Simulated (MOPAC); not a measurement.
MOPAC input (PM3):

```
PM3 PRECISE GNORM=0.05 LET XYZ UHF MS=0.5 GEO-OK AUX(PRECISION=9) THREADS=1
HOSr

Sr   -0.00000000 1   -0.00000000 1   -0.42582700 1
O     0.00000000 1    0.00000000 1    1.69169800 1
H     0.00000000 1    0.00000000 1    2.64785100 1
```

From the output:

```
                                                       MOPAC v23.2.5 Linux

          FINAL HEAT OF FORMATION =        -49.28695 KCAL/MOL =    -206.21660 KJ/MOL

          COSMO AREA              =        150.91 SQUARE ANGSTROMS
          COSMO VOLUME            =        172.64 CUBIC ANGSTROMS

          GRADIENT NORM           =          0.04800          =       0.02771 PER ATOM
          IONIZATION POTENTIAL    =          6.474108 EV
          ALPHA SOMO LUMO (EV)    =         -6.474 -0.129
          BETA  SOMO LUMO (EV)    =        -10.005 -1.378
          NO. OF ALPHA ELECTRONS  =          5
          NO. OF BETA  ELECTRONS  =          4
          MOLECULAR WEIGHT        =        104.6273         POINT GROUP:  C*v

          MOLECULAR DIMENSIONS (Angstroms)

            Atom       Atom       Distance
            H     3   Sr     1     3.08823
            H     3   Sr     1     0.00000
           Sr     1    O     2     0.00000

          SCF CALCULATIONS        =          8

   ATOM   CHEMICAL          X               Y               Z
  NUMBER   SYMBOL      (ANGSTROMS)     (ANGSTROMS)     (ANGSTROMS)

     1      Sr         -0.00000000  *  -0.00000000  *  -0.42556920  *
     2       O          0.00000000  *  -0.00000000  *   1.68737774  *
     3       H         -0.00000000  *  -0.00000000  *   2.66266013  *

                             CARTESIAN COORDINATES

   1   Sr       -0.000000000    -0.000000000    -0.425569196
   2    O        0.000000000    -0.000000000     1.687377743
   3    H       -0.000000000    -0.000000000     2.662660135

           Empirical Formula: H O Sr  =     3 atoms

      MOLECULAR POINT GROUP   :   C*v

          ALPHA EIGENVALUES
 -33.55761 -14.04375  -9.87762  -9.87762  -6.47411  -0.12882  -0.12882   1.57620
   7.08230

           BETA EIGENVALUES
 -33.53620 -14.05770 -10.00537 -10.00537  -1.37839   0.41589   0.41589   1.97448
   7.11204

              NET ATOMIC CHARGES AND DIPOLE CONTRIBUTIONS

  ATOM NO.   TYPE          CHARGE      No. of ELECS.   s-Pop       p-Pop
    1         Sr           0.504672        1.4953     0.89846     0.59687
    2          O          -0.688356        6.6884     1.72836     4.96000
    3          H           0.183684        0.8163     0.81632
 DIPOLE           X         Y         Z       TOTAL
 POINT-CHG.    -0.000    -0.000    -4.261     4.261
 HYBRID        -0.000    -0.000     3.622     3.622
 SUM           -0.000    -0.000    -0.640     0.640

          ATOMIC ORBITAL ELECTRON POPULATIONS

     Atom    s        px        py        pz
    1 Sr   0.89846   0.14861   0.14861   0.29964
    2  O   1.72836   1.85139   1.85139   1.25722
    3  H   0.81632

                    (SZ)    =    0.500000
                    (S**2)  =    0.752694

          ATOMIC ORBITAL SPIN POPULATIONS

    Atom   Total    s     px     py     pz
         Atomic
    1 Sr  1.0330  0.836  0.019  0.019  0.159
    2  O -0.0346  0.005 -0.019 -0.019 -0.001
    3  H  0.0016  0.002

 **********************
 *                    *
 * JOB ENDED NORMALLY *
 *                    *
 **********************

 == MOPAC DONE ==
```

The geometry given is a B3LYP-D3(BJ)/def2-TZVP minimum.
